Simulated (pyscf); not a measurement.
PySCF, gas phase, ωB97X-D3(BJ)/def2-SVP geometries.

**Question.** How much does it cost (ΔH, 298 K, ωB97M-D3(BJ)/def2-TZVP) to split H₂N–SiH₂–NH–SiH(NH₂)–Cl (SMILES N[SiH2]N[SiH](N)Cl) at its N–Si bond into •HN–SiH₂–NH₂ + H₂N–SiH•–Cl?

**Answer.** N–Si to •HN–SiH₂–NH₂ + H₂N–SiH•–Cl: 495.2 kJ/mol. The 7 functionals that were run give +449.6 (PBE) to +498.1 kJ/mol (ωB97X-D3(BJ)). •HN–SiH₂–NH₂ lies 77.2 kJ/mol over its isomer H₂N–SiH•–NH₂, and others may lie lower still (electronic energy, ωB97M-D3(BJ)). Other isomers of H₂N–SiH•–Cl were not searched in full and may lie lower.
